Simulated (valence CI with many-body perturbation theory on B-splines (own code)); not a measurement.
Energy levels of Xe33+

Calculated by valence CI with perturbative core correlation (CI+MBPT): three valence electrons over a frozen Dirac-Fock core [Ar], a basis of 9 s, 9 p, 10 d, 8 f, 5 g, 3 h, 1 i functions for each j, with the one-electron correlation potential Σ1, the two-electron term Σ2, the three-electron term Σ3, Breit, model QED; selected CI, second order for the rest (own B-spline code, finite nucleus).

The last digits are not significant, and no measured levels were compared; by estimate large intervals hold to a few tenths of a per cent, small ones and those within an open d or f shell to about a per cent. Only levels of the ground parity were solved; by the run's estimate the other parity begins above the list, which can be wrong where configurations are misplaced.

Levels 1 to 19 of 19, with energies above the lowest level, (3d3/2^3) J=3/2. "Leading %" is the weight of the configuration and term that name the level; weights of strongly mixed levels are sums over their largest components and can fall short. In the jj column 3d3/2^4 stands for four electrons in 3d with j = 3/2. Lifetimes count E1, E2, E3, M1 and M2 decay at the calculated energies, and are blank where another channel may lead or the interval is too uncertain; long ones can be off by a factor of two.

| No. | Configuration | Term | J | E (cm⁻¹) | Leading % | Lifetime | Leading jj |
| --- | --- | --- | --- | --- | --- | --- | --- |
| 1 | 3d3 | 4F | 3/2 | 0 | 65 |  | 3d3/2^3 (89 %) |
| 2 | 3d3 | 4F | 5/2 | 89069 | 90 | 45.5 μs | 3d3/2^2 3d5/2 (96 %) |
| 3 | 3d3 | 4F | 7/2 | 132330 | 61 | 503 μs | 3d3/2^2 3d5/2 (80 %) |
| 4 | 3d3 | 4P | 3/2 | 132790 | 42 | 43.0 μs | 3d3/2^2 3d5/2 (92 %) |
| 5 | 3d3 | 2G | 9/2 | 145730 | 43 | 35.6 ms | 3d3/2^2 3d5/2 (91 %) |
| 6 | 3d3 | 4P | 1/2 | 155250 | 65 | 127 μs | 3d3/2^2 3d5/2 (99 %) |
| 7 | 3d3 | 2G | 7/2 | 234320 | 59 | 18.1 μs | 3d3/2 3d5/2^2 (87 %) |
| 8 | 3d3 | 4P | 5/2 | 236310 | 76 | 72.6 μs | 3d3/2^2 3d5/2 (57 %) |
| 9 | 3d3 | 4F | 9/2 | 248460 | 52 | 31.3 μs | 3d3/2 3d5/2^2 (83 %) |
| 10 | 3d3 | 2D | 3/2 | 276750 | 43 | 11.4 μs | 3d3/2 3d5/2^2 (98 %) |
| 11 | 3d3 | 2P | 1/2 | 290260 | 65 | 20.8 μs | 3d3/2 3d5/2^2 (99 %) |
| 12 | 3d3 | 2H | 11/2 | 303140 | 100 | 66.4 μs | 3d3/2 3d5/2^2 (100 %) |
| 13 | 3d3 | 2D | 5/2 | 322740 | 90 | 29.1 μs | 3d3/2 3d5/2^2 (65 %) |
| 14 | 3d3 | 2F | 5/2 | 341040 | 70 | 33.4 μs | 3d3/2 3d5/2^2 (81 %) |
| 15 | 3d3 | 2F | 7/2 | 356940 | 90 | 40.4 μs | 3d3/2 3d5/2^2 (93 %) |
| 16 | 3d3 | 2G | 9/2 | 384430 | 57 | 12.9 μs | 3d5/2^3 (91 %) |
| 17 | 3d3 | 2P | 3/2 | 403030 | 53 | 13.1 μs | 3d5/2^3 (62 %) |
| 18 | 3d3 | 2D | 3/2 | 498880 | 92 | 12.2 μs | 3d3/2 3d5/2^2 (62 %) |
| 19 | 3d3 | 2D | 5/2 | 526320 | 71 | 6.95 μs | 3d5/2^3 (82 %) |

The ionisation energy to 3d2 3F_2 of the next ion comes out as 2113.7 eV (NIST: 2113 ± 5 eV (theoretical)). All 19 levels together are meant to be complete up to 547360 cm⁻¹.
